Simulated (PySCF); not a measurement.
A geometry optimisation, step by step.

Compound: C₅H₇F₅.
Atom-mapped SMILES: `[CH3:1][CH2:2][CH2:3][C:4]([F:5])([F:6])[C:7]([F:8])([F:9])[F:10]` (hydrogens: H11, H12, H13 on C1; H14, H15 on C2; H16, H17 on C3)

Computed by this run: PBE0-D3(BJ)/def2-SVP geometry optimisation, gas phase (PySCF 2.14.0); density fitting, grid level 1; the optimiser is geomeTRIC in internal coordinates, started from a GFN2-xTB structure. The frame can shift and turn from step to step; on so coarse a grid that alone can change the energy by a few meV, and forces under 0.02 eV/Å are noise.

Step 0: E = -18851.2494 eV, largest atomic force 1.096 eV/Å
```
atom  x, y, z in Å  |  force x, y, z in eV/Å
C1     -2.505   -0.250   -0.302    0.467   0.410   0.314
C2     -1.316    0.480    0.307    0.082  -0.662  -0.391
C3     -0.011   -0.271    0.031   -0.030   0.937   0.568
C4      1.178    0.456    0.640    0.190   0.010   0.031
F5      1.300    1.714    0.148   -0.010  -0.355  -0.137
F6      1.044    0.596    1.982    0.004  -0.288  -0.264
C7      2.517   -0.281    0.378    0.467  -0.275  -0.102
F8      3.561    0.348    0.907   -0.356   0.097   0.023
F9      2.739   -0.405   -0.934   -0.247   0.180   0.158
F10     2.484   -1.516    0.889   -0.210   0.262   0.035
H11    -2.597   -1.250    0.115   -0.102  -0.458   0.136
H12    -2.392   -0.336   -1.380   -0.016  -0.083  -0.480
H13    -3.422    0.294   -0.095   -0.457   0.158   0.034
H14    -1.453    0.574    1.385    0.003   0.120   0.322
H15    -1.245    1.485   -0.113    0.050   0.341  -0.034
H16     0.161   -0.354   -1.044    0.105  -0.100  -0.265
H17    -0.050   -1.273    0.463    0.061  -0.295   0.051
```

Step 1: E = -18851.2685 eV, largest atomic force 0.450 eV/Å
```
atom  x, y, z in Å  |  force x, y, z in eV/Å
C1     -2.462   -0.515   -0.418   -0.062  -0.045  -0.034
C2     -1.338    0.280    0.214    0.050   0.075   0.027
C3      0.045   -0.330    0.005   -0.072  -0.110  -0.078
C4      1.088    0.516    0.683   -0.012  -0.002   0.015
F5      1.028    1.783    0.214    0.072   0.062   0.051
F6      0.844    0.559    2.013    0.086   0.076   0.063
C7      2.556    0.076    0.522   -0.300   0.323   0.092
F8      3.334    0.928    1.176    0.146  -0.150  -0.052
F9      2.895    0.084   -0.763    0.076  -0.096  -0.010
F10     2.741   -1.143    1.012    0.027  -0.094  -0.036
H11    -2.527   -1.532    0.002    0.002   0.005  -0.021
H12    -2.330   -0.610   -1.508   -0.002  -0.011   0.009
H13    -3.430   -0.020   -0.242    0.011  -0.044  -0.027
H14    -1.512    0.382    1.298   -0.011   0.010  -0.061
H15    -1.325    1.304   -0.196   -0.040  -0.056   0.044
H16     0.289   -0.400   -1.068    0.016   0.015   0.031
H17     0.101   -1.349    0.423    0.012   0.042  -0.014
```

Step 2: E = -18851.2917 eV, largest atomic force 0.138 eV/Å
```
atom  x, y, z in Å  |  force x, y, z in eV/Å
C1     -2.447   -0.538   -0.434   -0.015  -0.006  -0.001
C2     -1.359    0.296    0.218    0.090   0.013   0.011
C3      0.038   -0.287    0.026   -0.038   0.044   0.033
C4      1.095    0.551    0.705    0.009   0.032   0.011
F5      1.070    1.823    0.245   -0.031  -0.048   0.017
F6      0.880    0.598    2.040   -0.008   0.020  -0.044
C7      2.541    0.056    0.513    0.032   0.123   0.043
F8      3.390    0.853    1.148   -0.024  -0.031  -0.011
F9      2.859    0.045   -0.777   -0.013  -0.008  -0.077
F10     2.681   -1.175    0.990   -0.049  -0.124   0.036
H11    -2.486   -1.556   -0.014    0.013   0.001  -0.008
H12    -2.291   -0.631   -1.521    0.013  -0.003   0.003
H13    -3.435   -0.079   -0.280    0.000  -0.013  -0.009
H14    -1.554    0.395    1.298   -0.011  -0.001   0.001
H15    -1.370    1.319   -0.191   -0.017   0.005   0.003
H16     0.289   -0.354   -1.044    0.023  -0.005   0.014
H17     0.098   -1.304    0.445    0.025   0.002  -0.021
```

Step 3: E = -18851.2958 eV, largest atomic force 0.075 eV/Å
```
atom  x, y, z in Å  |  force x, y, z in eV/Å
C1     -2.427   -0.546   -0.443   -0.022   0.012   0.004
C2     -1.363    0.310    0.223    0.020  -0.014  -0.001
C3      0.037   -0.260    0.037   -0.041   0.016   0.022
C4      1.096    0.571    0.715   -0.019   0.030   0.004
F5      1.082    1.841    0.253    0.008  -0.031   0.003
F6      0.884    0.623    2.049    0.007   0.011  -0.017
C7      2.525    0.038    0.511    0.007   0.065   0.037
F8      3.405    0.803    1.140   -0.012  -0.052  -0.029
F9      2.826    0.018   -0.785    0.022  -0.003   0.014
F10     2.618   -1.202    0.984    0.027  -0.007  -0.003
H11    -2.444   -1.566   -0.025    0.008  -0.002  -0.002
H12    -2.253   -0.635   -1.527    0.007  -0.001  -0.002
H13    -3.429   -0.114   -0.302   -0.005  -0.002  -0.002
H14    -1.570    0.402    1.301   -0.003  -0.006   0.006
H15    -1.389    1.333   -0.183    0.000   0.005  -0.008
H16     0.296   -0.325   -1.032   -0.006  -0.008  -0.005
H17     0.103   -1.278    0.452    0.003  -0.013  -0.021
```

Step 4: E = -18851.2962 eV, largest atomic force 0.030 eV/Å
```
atom  x, y, z in Å  |  force x, y, z in eV/Å
C1     -2.428   -0.545   -0.444   -0.008   0.004  -0.001
C2     -1.364    0.309    0.223    0.000   0.001   0.006
C3      0.036   -0.260    0.036   -0.004  -0.001   0.014
C4      1.095    0.571    0.713   -0.003   0.006  -0.002
F5      1.084    1.840    0.249    0.009  -0.005  -0.010
F6      0.882    0.628    2.047    0.003   0.005   0.003
C7      2.526    0.038    0.515    0.024   0.012   0.012
F8      3.407    0.801    1.145   -0.016  -0.004   0.001
F9      2.834    0.016   -0.780   -0.006   0.004  -0.003
F10     2.621   -1.202    0.988   -0.007  -0.009   0.001
H11    -2.443   -1.566   -0.029    0.002  -0.002  -0.002
H12    -2.254   -0.631   -1.528    0.001  -0.001  -0.002
H13    -3.431   -0.115   -0.302    0.002   0.000   0.000
H14    -1.571    0.399    1.302   -0.001  -0.002  -0.001
H15    -1.391    1.334   -0.181    0.002  -0.001  -0.001
H16     0.293   -0.324   -1.033   -0.003  -0.001  -0.005
H17     0.101   -1.279    0.448    0.005  -0.006  -0.011
```

Step 5: E = -18851.2965 eV, largest atomic force under 0.02 eV/Å
```
atom  x, y, z in Å  |  force x, y, z in eV/Å
C1     -2.429   -0.545   -0.446    0.006  -0.001  -0.004
C2     -1.365    0.308    0.224   -0.008   0.002   0.006
C3      0.035   -0.259    0.034    0.012  -0.004   0.008
C4      1.095    0.572    0.712    0.007  -0.013  -0.005
F5      1.088    1.839    0.242   -0.003   0.009  -0.010
F6      0.880    0.634    2.044   -0.008   0.006   0.006
C7      2.527    0.037    0.520   -0.002  -0.017  -0.004
F8      3.405    0.799    1.154   -0.003   0.008   0.009
F9      2.840    0.014   -0.773   -0.002   0.003   0.000
F10     2.617   -1.203    0.995   -0.004  -0.001  -0.003
H11    -2.441   -1.567   -0.036   -0.001   0.000  -0.001
H12    -2.254   -0.627   -1.531   -0.002   0.000  -0.001
H13    -3.432   -0.117   -0.303    0.003   0.001   0.001
H14    -1.571    0.394    1.302    0.000   0.001  -0.004
H15    -1.392    1.334   -0.178    0.002  -0.001   0.002
H16     0.292   -0.323   -1.035   -0.001   0.007  -0.001
H17     0.102   -1.280    0.443    0.005   0.002  -0.001
```

Task: Summarise the path.

Result: The energy falls by 1.09 kcal/mol from step 0 to step 5; nine tenths of that is first reached at step 3. It falls at every step. The largest force goes from 1.096 to under 0.02 eV/Å. Among the bonds C1–H12 changes most (a near tie, within 0.001 Å, with another), from 1.087 to 1.102 Å; the atoms move by 0.031 Å rms after alignment.

Task: Follow the three bonds and two angles with the largest change from start to end.

Result: 
```json
{"step": "0", "E above end (kcal/mol)": "1.09", "largest force (eV/Å)": "1.096", "C1–H12 (Å)": "1.087", "C1–H11 (Å)": "1.087", "C1–H13 (Å)": "1.086", "H16–C3–H17 (°)": "109.0", "C4–C7–F8 (°)": "112.7"}
{"step": "1", "E above end (kcal/mol)": "0.65", "largest force (eV/Å)": "0.450", "C1–H12 (Å)": "1.102", "C1–H11 (Å)": "1.102", "C1–H13 (Å)": "1.101", "H16–C3–H17 (°)": "107.4", "C4–C7–F8 (°)": "108.9"}
{"step": "2", "E above end (kcal/mol)": "0.11", "largest force (eV/Å)": "0.138", "C1–H12 (Å)": "1.102", "C1–H11 (Å)": "1.102", "C1–H13 (Å)": "1.100", "H16–C3–H17 (°)": "107.5", "C4–C7–F8 (°)": "110.3"}
{"step": "3", "E above end (kcal/mol)": "0.02", "largest force (eV/Å)": "0.075", "C1–H12 (Å)": "1.102", "C1–H11 (Å)": "1.102", "C1–H13 (Å)": "1.100", "H16–C3–H17 (°)": "107.3", "C4–C7–F8 (°)": "110.8"}
{"step": "4", "E above end (kcal/mol)": "0.01", "largest force (eV/Å)": "0.030", "C1–H12 (Å)": "1.102", "C1–H11 (Å)": "1.102", "C1–H13 (Å)": "1.100", "H16–C3–H17 (°)": "107.2", "C4–C7–F8 (°)": "110.9"}
{"step": "5", "E above end (kcal/mol)": "0.00", "largest force (eV/Å)": "under 0.02", "C1–H12 (Å)": "1.102", "C1–H11 (Å)": "1.102", "C1–H13 (Å)": "1.100", "H16–C3–H17 (°)": "107.0", "C4–C7–F8 (°)": "110.9"}
```

What follows is the cost of the whole optimisation. The run took about 4 min of CPU time (one thread, shared machine).
